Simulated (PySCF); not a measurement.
Two species compared at the same levels of theory.

First species: C5H13OP.
Cartesian coordinates in Å at the GFN2-xTB level; atoms count from 1:
```
atom  x, y, z in Å
C1     3.011   -0.063   -0.216
C2     1.656   -0.516    0.307
P3     0.355    0.343   -0.662
O4     0.443    1.803   -0.621
C5    -1.289   -0.341   -0.169
C6    -2.302    0.188   -1.176
C7    -1.598    0.130    1.245
H8     3.080    1.022   -0.156
H9     3.133   -0.353   -1.259
H10    3.822   -0.500    0.363
H11    1.536   -0.222    1.354
H12    1.538   -1.597    0.228
H13    0.535   -0.187   -1.945
H14   -1.255   -1.433   -0.209
H15   -2.050   -0.145   -2.183
H16   -3.306   -0.155   -0.936
H17   -2.292    1.277   -1.164
H18   -1.492    1.213    1.297
H19   -0.914   -0.318    1.965
H20   -2.616   -0.134    1.527
```

Second species: C7H15OP.
Numbering: `[CH2:1]=[C:2]([CH3:3])[P:4]([CH3:5])[CH2:6][CH2:7][CH2:8][OH:9]` (hydrogens: H10, H11 on C1; H12, H13, H14 on C3; H15, H16, H17 on C5; H18, H19 on C6; H20, H21 on C7; H22, H23 on C8; H24 on O9)

Geometry (GFN2-xTB, Å), atoms numbered from 1 in this order:
```
atom  x, y, z in Å
C1    -2.8048   -0.6651   -1.0803
C2    -2.0867   -0.1927   -0.0710
C3    -2.6841    0.7064    0.9714
P4    -0.3675   -0.7130    0.3271
C5     0.0924   -1.6835   -1.1763
C6     0.5072    0.8864   -0.1251
C7     1.7674    1.0996    0.7110
C8     2.7638   -0.0492    0.5644
O9     3.1555   -0.2802   -0.7681
H10   -3.8355   -0.3736   -1.2164
H11   -2.4164   -1.3545   -1.8088
H12   -2.8029    0.1492    1.9010
H13   -3.6585    1.0772    0.6599
H14   -2.0358    1.5559    1.1837
H15   -0.1977   -1.1647   -2.0887
H16    1.1728   -1.8162   -1.1708
H17   -0.3826   -2.6621   -1.1361
H18   -0.1718    1.7253    0.0384
H19    0.7603    0.8539   -1.1871
H20    1.5008    1.1808    1.7663
H21    2.2469    2.0380    0.4104
H22    2.2984   -0.9796    0.9022
H23    3.6454    0.1451    1.1937
H24    3.5216    0.5364   -1.1261
```

Levels: PBE0/pcSseg-1 for HOMO energy, LUMO energy and HOMO–LUMO gap. Geometries: GFN2-xTB. Each structure is a single optimised conformer of the isolated species, non-relativistic unless stated. Electronic properties by PySCF.

Dipoles, sizes and rotational constants follow the conformer. The torsions of the flexible species, by atom-mapped SMILES:
- `[CH3:1][CH2:2][P@H:3](=[O:4])[CH:5]([CH3:6])[CH3:7]`: C1–C2–P3–O4 -57°, C2–P3–C5–C6 -169°

The conformers of `C=C(C)P(C)CCCO` aren't listed.

| property | column X | column Y |
| --- | --- | --- |
| HOMO energy | -6.32 eV | -7.51 eV |
| LUMO energy | 0.22 eV | 1.07 eV |
| HOMO–LUMO gap | 6.54 eV | 8.58 eV |

Q: Which column belongs to which species?

A: Column X is the second species and column Y the first. The first has 20 atoms and 66 electrons, the second 24 and 80.

Q: How does each property change from the first species to the second?

A: HOMO energy +1.19 eV; LUMO energy -0.85 eV; HOMO–LUMO gap -2.04 eV.

